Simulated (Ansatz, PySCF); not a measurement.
Pair of molecules: N2 (SMILES N#N) (first 2 atoms) with C2H3N (SMILES CC#N); geometry from B3LYP-D3(BJ)/def2-TZVP, rigid monomers moved along the line of their centres of mass till N1···C4 is 4.62 Å.
(charge 0, multiplicity 1):
```json
[
 {"atom": "N", "x (Å)": "-0.1495", "y (Å)": "0.1253", "z (Å)": "-0.2156"},
 {"atom": "N", "x (Å)": "0.2196", "y (Å)": "-0.6151", "z (Å)": "-0.9260"},
 {"atom": "C", "x (Å)": "0.1025", "y (Å)": "1.4067", "z (Å)": "4.4896"},
 {"atom": "C", "x (Å)": "0.9144", "y (Å)": "0.2197", "z (Å)": "4.2774"},
 {"atom": "N", "x (Å)": "1.5540", "y (Å)": "-0.7188", "z (Å)": "4.1007"},
 {"atom": "H", "x (Å)": "0.7229", "y (Å)": "2.2269", "z (Å)": "4.8515"},
 {"atom": "H", "x (Å)": "-0.3666", "y (Å)": "1.7048", "z (Å)": "3.5519"},
 {"atom": "H", "x (Å)": "-0.6755", "y (Å)": "1.2036", "z (Å)": "5.2258"}
]
```

Interaction energies are E(AB) − E(A) − E(B) at the monomers' geometry in the complex; basis-set methods are counterpoise corrected. Rows marked so take none.

Rows in 3-21G, 6-31G* carry no dispersion term and start afresh at each structure (6-31G* with six Cartesian d functions).

Run with Ansatz (a program for electronic structure); PySCF for 3-21G rows, 6-31G* rows, the dispersion terms. Values without a source in brackets are computed.

Problem. Estimate the interaction energy that PBE-D4/def2-TZVPPD returns for this input.

Solution. -0.4 kcal/mol
